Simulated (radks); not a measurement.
Values are calculated unless marked as measured or tabulated.
All-electron atom: Zr IV in [Kr] 4d1. Level of theory: scalar-relativistic Kohn-Sham, r2SCAN, spin-unpolarised, spherical densities, finite nucleus; meta-GGA in the generalised Kohn-Sham scheme; Fermi nuclear charge, rms radius 4.2694 fm (a radial shooting solver on a logarithmic mesh with Libxc functionals).

Radial electron density D(r) = 4 pi r^2 rho(r):

```
   r/bohr * D(r) (the largest magnitude, 61.1, reaches the edge; | marks zero)
  0.00282 |   *
 0.003701 |     *
 0.004858 |         *
 0.006326 |             *
 0.008303 |                   *
   0.0109 |                           *
  0.01431 |                                  *
  0.01863 |                                         *
  0.02445 |                                            *
  0.03209 |                                           *
  0.04212 |                                       *
  0.05485 |                                     *
    0.072 |                                          *
   0.0945 |                                                   *
    0.124 |                                                      *
   0.1615 |                                             *
    0.212 |                                 *
   0.2783 |                                   *
   0.3653 |                                        *
   0.4756 |                                 *
   0.6243 |                 *
   0.8195 |        *
    1.076 |       *
    1.401 |      *
    1.838 |  *
    2.413 |*
    3.167 *
    4.124 *
    5.413 *
```

D(r) has 3 maxima, at r = 0.0261, 0.115, 0.368 bohr, and minima at 0.0527, 0.235 bohr, inside which lie 2.04, 11.06 electrons.
